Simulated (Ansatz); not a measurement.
Ideal-gas functions of CBrFI2, SMILES `FC(Br)(I)I` at 400 K and 1 bar, from an Ansatz frequency run at PBE0-D4/def2-TZVP.

Molar mass 364.72 g/mol, point group Cs (symmetry number 1), electronic degeneracy 1, moments of inertia 572.781, 871.477, 1297.461 u Å². Harmonic wavenumbers (cm⁻¹, unscaled): 107, 123, 175, 268, 285, 367, 681, 709, 1096.

Use S(trans) = R[1.5 ln M + 2.5 ln T − 1.1517]; rotational temperatures θ = 24.2544 K / I; S(rot) = R[ln(√π/σ · √(T³/θAθBθC)) + 1.5]; for each mode x = 1.438777 ν̃/T, S = R[x/(eˣ − 1) − ln(1 − e⁻ˣ)] and H = RT x/(eˣ − 1); 1 cm⁻¹ = 0.0119627 kJ/mol; R = 8.31446 J/(mol·K).

**Question.** By hand: the entropy, in J/(mol·K).

**Answer.** Translation 188.5. Rotation: θ = 0.0423, 0.0278, 0.0187 K, giving 136.5. Vibration, mode by mode: 16.30, 15.16, 12.30, 8.93, 8.46, 6.58, 2.68, 2.47, 0.81, in all 73.7. Electronic 0.0. Sum 398.7 J/(mol·K).

**Question.** By hand: H − E and G − E in kJ/mol, counted from the electronic energy.

**Answer.** Zero-point energy ½ × 3811 × 0.0119627 = 22.8; thermal vibration 15.0; translation, rotation and pV give 4 RT = 13.3. H − E = 51.1 kJ/mol, and G − E = 51.1 − 400 × 398.7/1000 = -108.4 kJ/mol.

Vibration gives 18 % of the entropy, 31.5 J/(mol·K) of it from the modes under 150 cm⁻¹: soft modes count most, and the harmonic formula is weakest for them.
